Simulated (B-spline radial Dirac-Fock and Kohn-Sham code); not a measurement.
Level of theory: ΔSCF Dirac-Fock with Breit, self-energy and vacuum polarisation, finite nucleus, configuration average; a radial B-spline solver. Electron correlation is not included.

Question: An atom or ion in its tabulated ground configuration has these computed binding energies (the last is its least bound level). Which is it?

```tsv
level	binding energy (eV)
L2	15202.5
L3	13587.0
M1	5428.9
M2	5168.8
M4	4382.4
N1	2599.0
N2,3	2418.6
```

Answer: Ir⁴⁶⁺: Z = 77 with 31 electrons, [Ar] 3d10 4s2 4p1.

Question: An atom or ion in its tabulated ground configuration has these computed binding energies (the last is its least bound level). Which is it?

```
level  binding energy (eV)
    K              37710.1
   L3               5517.1
   M1               1556.6
   M5               1042.7
   N2                443.1
   N3                426.3
 N4,5                327.8
```

Answer: Ba¹³⁺: Z = 56 with 43 electrons, [Kr] 4d7. The hydrogen-like estimate √(E/Ry) = 52.6 for the K level lies 3.4 below Z (screening lowers it, relativity raises it); the outermost level, at 327.8 eV, fixes the charge.
